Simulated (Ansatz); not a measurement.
C₂H₂BClO, 7 atoms. Total charge 0; spin multiplicity 1. The bonds changed during the relaxation, so this is another structure than the one it started from. All runs use 2 threads of an Arm Neoverse V1 on a shared host. Correlated methods freeze the cores.

Q: Give the basis size and wall time and peak host memory of each of these runs in Ansatz. direct RPA on PBE orbitals/def2-TZVPP energy; RKS LC-ωPBE/def2-TZVPP energy; RKS ωB97M-V/def2-QZVPP energy; RKS PBE0-D4/def2-TZVP frequencies; RHF-CCSD(T)/def2-SVP energy; RKS PBE0-D4/def2-SVP energy; RKS PBE0-D4/def2-TZVPP energy; RHF-MP2/def2-QZVPP energy; RKS PBE0-D4/def2-QZVPP energy; RKS PBE0-D4/def2-TZVP relaxation (11 steps); RKS ωB97M-V/def2-SVP energy; RHF-CCSD(T)/def2-TZVPP energy. (Estimate.)

A: The calculation gave: Other jobs shared the machine, so times are rough.

```
                                level                    job  functions  wall time  peak host memory (GiB)
                 RKS PBE0-D4/def2-SVP                 energy         84      1.3 s                    0.14
               RKS LC-ωPBE/def2-TZVPP                 energy        194      3.1 s                    0.27
               RKS PBE0-D4/def2-TZVPP                 energy        194      3.2 s                    0.37
                 RHF-CCSD(T)/def2-SVP                 energy         84      4.2 s                    0.26
direct RPA on PBE orbitals/def2-TZVPP                 energy        194      5.5 s                    0.36
                 RKS ωB97M-V/def2-SVP                 energy         84        6 s                    0.21
               RKS PBE0-D4/def2-QZVPP                 energy        358      8.5 s                     0.9
               RKS ωB97M-V/def2-QZVPP                 energy        358       23 s                     1.1
                   RHF-MP2/def2-QZVPP                 energy        358       25 s                     1.4
                RKS PBE0-D4/def2-TZVP  relaxation (11 steps)        173       48 s                    0.36
               RHF-CCSD(T)/def2-TZVPP                 energy        194       95 s                     2.3
                RKS PBE0-D4/def2-TZVP            frequencies        173      120 s                    0.37
```

LC-ωPBE has ω = 0.4 bohr⁻¹.
